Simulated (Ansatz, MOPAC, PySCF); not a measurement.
Noncovalent pair: HCl (SMILES Cl) (first 2 atoms) with ClH3Si (SMILES [SiH3]Cl); geometry from B3LYP-D3(BJ)/def2-TZVP, rigid monomers moved along the line of their centres of mass till H2···Cl4 is 2.22 Å.
(charge 0, multiplicity 1):
```xyz
7

Cl     0.181     0.427    -0.082
H     -0.089    -0.456     0.818
Si     0.066     0.692     3.583
Cl    -0.385    -1.217     2.885
H     -0.028     0.653     5.054
H     -0.918     1.627     3.012
H      1.435     1.022     3.147
```

Monomers are frozen at their geometry in the pair; levels with a basis set take the counterpoise correction. Rows marked so take none.

Cores are frozen in the correlated methods. CBS: X⁻³ extrapolation of the correlation energy, Hartree–Fock from the larger set. Rows in 3-21G, 6-31G*, LANL2DZ carry no dispersion term and start afresh at each structure (6-31G* with six Cartesian d functions). MP2/6-31G* freezes PySCF's default core. LANL2DZ brings its own core potentials from Na on. The state reached by PM3, PM6, PM7 isn't checked; PM7 holds dispersion and hydrogen-bond terms.

The values were computed with Ansatz (Gaussian basis) for Hartree–Fock, density functionals and correlated methods; MOPAC for PM3, PM6, PM7 (differences of heats of formation); PySCF for 3-21G rows, 6-31G* rows, LANL2DZ rows, the dispersion terms. 

Other levels give for the interaction energy: PBE/def2-TZVPPD -5.6; B3LYP/def2-TZVPPD 0.9; B3LYP-D3(BJ)/def2-TZVPPD -10.3; wB97M-V/def2-TZVPPD -7.3; MP2/CBS(aug-cc-pV(D+d)Z, aug-cc-pV(T+d)Z) + ΔCCSD(T)/aug-cc-pV(D+d)Z -7.3 kJ/mol.

Common cheap choices:

```
level                            interaction energy (kJ/mol)  less -7.3 (MP2/CBS(aug-cc-pV(D+d)Z, aug-cc-pV(T+d)Z) + ΔCCSD(T)/aug-cc-pV(D+d)Z)
-------------------------------  ---------------------------  --------------------------------------------------------------------------------
PM3                                                     -8.9                                                                              -1.6
PM6                                                      4.8                                                                              12.1
PM7                                                     -2.2                                                                               5.1
BP86/6-31G* (no counterpoise)                           -1.9                                                                               5.4
B3LYP/3-21G (no counterpoise)                          -13.1                                                                              -5.8
B3LYP/6-31G* (no counterpoise)                          -0.8                                                                               6.5
B3LYP/LANL2DZ (no counterpoise)                         -4.1                                                                               3.2
MP2/6-31G* (no counterpoise)                            -2.0                                                                               5.3
```

Ansatz is a program for electronic structure.
